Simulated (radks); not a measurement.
Task: Isoelectronic series with 2 electrons, all held in the configuration [He], which need not be the ground one along the series. Method: Dirac Kohn-Sham, PBEsol, spin-unpolarised, spherical densities, point nucleus; computed with a radial shooting solver on a logarithmic mesh with Libxc functionals. Total energies (hartree) and mean radii <r> (bohr):

ion    E (hartree)    1s1/2
Fe24+   -664.89529  0.05793
Kr34+  -1294.84908  0.04118
Nb39+  -1692.46971  0.03585
Pd44+  -2147.58423  0.03165
Sb49+  -2662.45031  0.02825
Ba54+   -3239.7668  0.02543
Pm59+   -3882.7568  0.02305
Dy64+   -4595.2774  0.02100

Estimate the row of Ga29+.

Result: E (hartree) -952.84187; 1s1/2 0.04821.
